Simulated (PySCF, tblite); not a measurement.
Isomers of C5H9NO3Si. Calculated harmonic vibrations of the isolated species, GFN2-xTB (tblite), most abundant isotopes, no scaling. Against measured fundamentals such values can be off by several per cent, at times by over 20. Modes of hydrogen on silicon can be 10 to 20 % off. One conformer each.

Electronic energies: PBE0/pcSseg-1 single points on the GFN2-xTB geometries (PySCF, gas phase).

```tsv
SMILES	electronic energy, lowest = 0 (kJ/mol)
C=NC(=C)O[SiH2]OC(C)=O	0.0
CC(=O)[C@@H]1C[Si@H](C(N)=O)O1	10.2
NC(=O)C[C@H]1OCC(=O)[SiH2]1	122.5
```

Question: How do GFN2-xTB zero-point energies change the relative energies?

Answer: 
```
                        SMILES  ZPE (kJ/mol)  of it from modes above 1550 cm⁻¹  electronic (kJ/mol)  with ZPE, lowest = 0 (kJ/mol)  lowest mode (cm⁻¹)  rings
        C=NC(=C)O[SiH2]OC(C)=O         350.2                             187.0                  0.0                            0.0                 13i      0
CC(=O)[C@@H]1C[Si@H](C(N)=O)O1         363.4                             183.9                 10.2                           23.4                  45      1
   NC(=O)C[C@H]1OCC(=O)[SiH2]1         358.7                             177.4                122.5                          131.0                  54      1
```

The zero-point energies span 13.2 kJ/mol, from `C=NC(=C)O[SiH2]OC(C)=O` to `CC(=O)[C@@H]1C[Si@H](C(N)=O)O1`. Slightly imaginary modes are left out of the zero-point energy: `C=NC(=C)O[SiH2]OC(C)=O` 12.5i cm⁻¹. The order is unchanged.

Question: And how do the electronic energies of GFN2-xTB itself compare?

Answer: `C=NC(=C)O[SiH2]OC(C)=O` 0.0; `CC(=O)[C@@H]1C[Si@H](C(N)=O)O1` 181.2; `NC(=O)C[C@H]1OCC(=O)[SiH2]1` 243.3 kJ/mol, lowest = 0. Against the energies above, taken from the same isomer `C=NC(=C)O[SiH2]OC(C)=O`, the largest difference is 171.0 kJ/mol.
